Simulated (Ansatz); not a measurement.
Ag3H3⁺. Charge 1, multiplicity 2. Geometry B3LYP-D4/def2-TZVP; atoms count from 1.

```csv
atom,x (Å),y (Å),z (Å)
Ag1,0.062,-0.843,0.849
Ag2,1.672,1.078,-0.318
Ag3,-1.765,0.184,-0.953
H4,-0.066,0.897,-0.904
H5,1.723,-0.222,0.972
H6,-1.626,-1.094,0.353
```

In the def2 sets Ag takes a core potential; there is no spin–orbit coupling. No other spin state of charge 1 was run. Another isomer (doublet) lies 1.07 eV lower at PBE0-D4/def2-TZVP; other spin states weren't run for this one.

**Question.** Estimate the Mulliken populations from the PBE0/def2-TZVP orbitals of Ansatz.

**Answer.** 
| atom | charge (e) | spin (α − β) | d electrons |
| --- | --- | --- | --- |
| Ag1 | 0.37 | 0.24 | 9.78 |
| Ag2 | 0.27 | 0.07 | 9.86 |
| Ag3 | 0.27 | 0.07 | 9.86 |
| H4 | 0.10 | 0.36 | – |
| H5 | 0.00 | 0.13 | – |
| H6 | 0.00 | 0.13 | – |
Mulliken values and Mayer orders depend strongly on the basis.

**Question.** Where does the spin sit?

**Answer.** Summed by element: Ag 0.39, H 0.61, of 1 unpaired in all. Largest on single atoms: H4 0.36, Ag1 0.24, H6 0.13.

**Question.** And the Mayer bond orders between bonded heavy atoms (over 0.3)?

**Answer.** Ag1–Ag2 0.35 (2.76 Å); Ag1–Ag3 0.35 (2.76 Å).
